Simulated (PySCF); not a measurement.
**How the method moves the HOMO and LUMO of `C=C[SiH2]N[SiH3]`**

Compound: C2H9NSi2.
Structure used (PBE0-D3(BJ)/def2-SVP), in Å, numbered top down from 1:
```
atom  x, y, z in Å
C1    -2.202   -0.521    0.181
C2    -1.747    0.044   -0.943
Si3   -0.025    0.764   -1.071
N4     0.824    0.655    0.447
Si5    2.013   -0.511    0.949
H6    -3.212   -0.936    0.264
H7    -1.569   -0.594    1.074
H8    -2.418    0.096   -1.811
H9    -0.133    2.199   -1.488
H10    0.771    0.031   -2.102
H11    0.594    1.377    1.125
H12    3.386    0.073    1.083
H13    2.050   -1.587   -0.085
H14    1.658   -1.105    2.276
```

Basis pcSseg-1 throughout (PySCF), one geometry. One conformer (not necessarily the lowest) at the PBE0-D3(BJ)/def2-SVP geometry, without solvent, vibrations or thermal averaging.

Task: How do the orbital energies, the gap and the dipole change with the method?

Result: 
| method | kind | HOMO (eV) | LUMO (eV) | gap (eV) | μ (D) | SCF cycles |
| --- | --- | --- | --- | --- | --- | --- |
| BLYP | GGA | -5.97 | -1.17 | 4.79 | 1.01 | 14 |
| OPBE | GGA | -6.11 | -1.25 | 4.86 | 1.01 | 16 |
| B97-D | GGA | -6.11 | -1.22 | 4.88 | 1.01 | 14 |
| PBE | GGA | -6.11 | -1.34 | 4.77 | 1.01 | 14 |
| KT2 | GGA | -6.19 | -1.30 | 4.89 | 0.96 | 15 |
| KT3 | GGA | -6.20 | -1.26 | 4.94 | 0.96 | 15 |
| LDA | LDA | -6.21 | -1.55 | 4.67 | 0.99 | 14 |
| BP86 | GGA | -6.23 | -1.43 | 4.79 | 1.02 | 14 |
| B97-2 | global hybrid | -7.20 | -0.37 | 6.83 | 1.02 | 12 |
| B3LYP | global hybrid | -7.21 | -0.53 | 6.69 | 1.01 | 12 |
| PBE0 | global hybrid | -7.46 | -0.33 | 7.13 | 1.02 | 12 |
| mPW1PW91 | global hybrid | -7.49 | -0.33 | 7.16 | 1.01 | 13 |
| BHandHLYP | global hybrid | -8.70 | 0.83 | 9.53 | 1.03 | 12 |
| CAM-B3LYP | range-separated hybrid | -8.81 | 0.88 | 9.69 | 1.01 | 12 |
| wB97X-D | range-separated hybrid | -9.33 | 1.50 | 10.83 | 1.03 | 12 |
| LC-wPBE | range-separated hybrid | -10.19 | 2.01 | 12.20 | 1.02 | 12 |
| HF | Hartree–Fock | -10.23 | 3.49 | 13.72 | 1.11 | 10 |

The HOMO spans 4.27 eV, from BLYP down to HF, and the gap runs from 4.67 eV (LDA) to 13.72 eV (HF). Over the methods BLYP (0 %), OPBE (0 %), B97-D (0 %), PBE (0 %), KT2 (0 %), KT3 (0 %), LDA (0 %), BP86 (0 %), B97-2 (21 %), B3LYP (20 %), PBE0 (25 %), mPW1PW91 (25 %), BHandHLYP (50 %), HF (100 %), a straight line through the gap against the share of exact exchange rises by 0.90 eV for each 10 % (correlation coefficient 0.999). The dipole ranges from 0.96 D (KT2) to 1.11 D (HF). This basis has no diffuse functions.
